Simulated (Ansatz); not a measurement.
# Ligand exchange: C2H7NSi + C2H7NO → C2H6OSi + C2H8N2

Species: C2H7NSi `C=C[SiH2]N`, singlet; C2H7NO (ethanolamine) `NCCO`, singlet; C2H6OSi `C=C[SiH2]O`, singlet; C2H8N2 (ethylenediamine) `NCCN`, singlet. The partners trade NH2 for OH: Si–NH2 and C–OH bonds give way to Si–OH and C–NH2.

Shapes, held fixed at every level: PBE0-D4/def2-TZVP. Flexible molecules stand in one conformer, not always the lowest. Programs: Ansatz 0.2.0. The zero-point and thermal change to 298 K, harmonic and unscaled (PBE0-D4/def2-TZVP), is +1.5 kJ/mol.

| level | kind | ΔH(298 K) (kJ/mol) | less CCSD(T)/CBS estimate |
| --- | --- | --- | --- |
| HF/def2-SVP | Hartree–Fock | -38.9 | +9.7 |
| wB97X-V/def2-TZVPP | range-separated hybrid | -45.5 | +3.1 |
| B2PLYP/def2-TZVPP | double hybrid | -47.9 | +0.7 |
| MP2/def2-SVP | perturbation theory | -45.6 | +3.0 |
| CCSD(T)/def2-SVP | coupled cluster or CI | -43.4 | +5.2 |
| CCSD(T)/def2-TZVPP | coupled cluster or CI | -48.6 | 0.0 |
| CCSD/def2-TZVPP | coupled cluster or CI | -48.5 | +0.1 |
| CCSD(T)/CBS estimate | coupled cluster or CI | -48.6 | 0.0 |

The highest level, CCSD(T)/CBS estimate, gives ΔH(298 K) = -48.6 kJ/mol; the levels span -48.6 to -38.9. The column of differences is taken from that level and isn't an error. No measured value is set beside it here. The CBS estimate extrapolates MP2 from def2-TZVPP and def2-QZVPP and adds CCSD(T) − MP2 in the triple-zeta set, cores frozen.
